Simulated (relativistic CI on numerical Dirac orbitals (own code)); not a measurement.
**Lu⁶²⁺: computed level list**

These numbers are calculated, not measured: Dirac-Coulomb-Breit CI, KLI orbitals optimised for each configuration, model QED, unscaled Slater integrals (own radial code, finite nucleus).

CI space (outside the closed core 1s2): 2s2.2p5, 2s.2p6, 2p6.3s, 2p6.3p, 2s2.2p4.3s, 2p6.3d, 2s2.2p4.3p, 2s2.2p4.3d, 2s.2p5.3s, 2s.2p5.3p, 2s.2p5.3d, 2s2.2p4.4s, 2s2.2p4.4p, 2s2.2p4.4d, 2s2.2p4.4f, 2s2.2p3.3s2. Levels of other configurations are missing.

The lowest level is 2s2.2p5 2P°_3/2, with 100 % of that term; Hund's rules for 2s2.2p5 give 2P° with J = 3/2, in agreement.

| No. | Configuration | Term | J | E (Ry) | % | Lifetime (s) | jj configuration (%) |
| --- | --- | --- | --- | --- | --- | --- | --- |
| 1 | 2s2.2p5 | 2P° | 3/2 | 0.000 | 100 |  | 2p3/2^3 (100) |
| 2 | 2s2.2p5 | 2P° | 1/2 | 84.470 | 100 | 7.26e-11 | 2p1/2 2p3/2^4 (100) |
| 3 | 2s.2p6 | 2S | 1/2 | 117.555 | 100 | 6.47e-14 | 2s (100) |
| 4 | 2p4(3P).3s | 4P | 5/2 | 570.133 | 68 | 3.17e-14 | 2p3/2^2 3s (100) |
| 5 | 2p4(3P).3s | 2P | 3/2 | 570.905 | 56 | 5.25e-15 | 2p3/2^2 3s (100) |
| 6 | 2p4(1S).3s | 2S | 1/2 | 574.633 | 65 | 1.06e-14 | 2p3/2^2 3s (100) |
| 7 | 2p4(3P).3p | 4P° | 3/2 | 579.537 | 31 | 2.19e-12 | 2p3/2^2 3p1/2 (100) |
| 8 | 2p4(3P).3p | 2D° | 5/2 | 579.694 | 37 | 7.54e-13 | 2p3/2^2 3p1/2 (100) |
| 9 | 2p4(1S).3p | 2P° | 1/2 | 583.799 | 73 | 8.90e-13 | 2p3/2^2 3p1/2 (100) |
| 10 | 2p4(3P).3p | 2D° | 5/2 | 603.161 | 51 | 6.83e-13 | 2p3/2^2 3p3/2 (100) |
| 11 | 2p4(3P).3p | 4D° | 7/2 | 603.167 | 68 | 6.82e-13 | 2p3/2^2 3p3/2 (100) |
| 12 | 2p4(1D).3p | 2P° | 1/2 | 603.233 | 51 | 6.96e-13 | 2p3/2^2 3p3/2 (100) |
| 13 | 2p4(3P).3p | 2P° | 3/2 | 606.584 | 47 | 3.51e-13 | 2p3/2^2 3p3/2 (100) |
| 14 | 2p4(1S).3p | 2P° | 3/2 | 608.359 | 69 | 7.48e-13 | 2p3/2^2 3p3/2 (100) |
| 15 | 2p4(3P).3d | 4D | 3/2 | 613.406 | 32 | 5.32e-14 | 2p3/2^2 3d3/2 (100) |
| 16 | 2p4(3P).3d | 4D | 5/2 | 613.578 | 35 | 1.85e-14 | 2p3/2^2 3d3/2 (98) |
| 17 | 2p4(3P).3d | 2F | 7/2 | 613.664 | 38 | 1.20e-12 | 2p3/2^2 3d3/2 (100) |
| 18 | 2p4(3P).3d | 4P | 1/2 | 613.833 | 50 | 3.58e-15 | 2p3/2^2 3d3/2 (99) |
| 19 | 2p4(1S).3d | 2D | 3/2 | 617.807 | 69 | 7.33e-13 | 2p3/2^2 3d3/2 (96) |
| 20 | 2p4(1D).3d | 2F | 7/2 | 618.947 | 50 | 5.51e-12 | 2p3/2^2 3d5/2 (100) |
| 21 | 2p4(3P).3d | 4F | 9/2 | 619.002 | 68 | 9.70e-12 | 2p3/2^2 3d5/2 (100) |
| 22 | 2p4(3P).3d | 2P | 1/2 | 619.989 | 60 | 1.49e-15 | 2p3/2^2 3d5/2 (99) |
| 23 | 2p4(3P).3d | 2D | 5/2 | 621.707 | 51 | 7.44e-16 | 2p3/2^2 3d5/2 (99) |
| 24 | 2p4(3P).3d | 2P | 3/2 | 621.819 | 47 | 5.96e-16 | 2p3/2^2 3d5/2 (95) |
| 25 | 2p4(1S).3d | 2D | 5/2 | 624.220 | 70 | 1.07e-15 | 2p3/2^2 3d5/2 (99) |
| 26 | 2p4(3P).3s | 4P | 3/2 | 654.952 | 87 | 5.53e-14 | 2p1/2 2p3/2^3 3s (100) |
| 27 | 2p4(3P).3s | 2P | 1/2 | 655.635 | 66 | 5.78e-15 | 2p1/2 2p3/2^3 3s (100) |
| 28 | 2p4(1D).3s | 2D | 5/2 | 656.440 | 68 | 2.98e-14 | 2p1/2 2p3/2^3 3s (100) |
| 29 | 2p4(1D).3s | 2D | 3/2 | 656.869 | 66 | 6.87e-15 | 2p1/2 2p3/2^3 3s (100) |
| 30 | 2p4(3P).3p | 4P° | 1/2 | 664.028 | 52 | 1.45e-11 | 2p1/2 2p3/2^3 3p1/2 (100) |

Energies count from the lowest computed level; ° marks odd parity; lifetimes are radiative, by E1, M1, E2, M2 decay to levels of this space only. Percentages are summed over parent terms; the parents shown are those of the largest component, closed shells are left out there. Filled j subshells are mostly left out of the jj labels.

The mean weight of the leading LS term, summed over parents, in these 30 levels is 61 %, and that of the leading jj configuration (from the same eigenvectors) 99 %, so jj coupling describes them better and the LS labels are nominal.

At this charge energies of transitions that change n are usually good to better than 1 %, and those within a shell (Δn = 0) to a few per cent.

LS names give the leading component of a level, which can be under half, so a name can repeat, a term be missing and a line seem to break the LS rules.
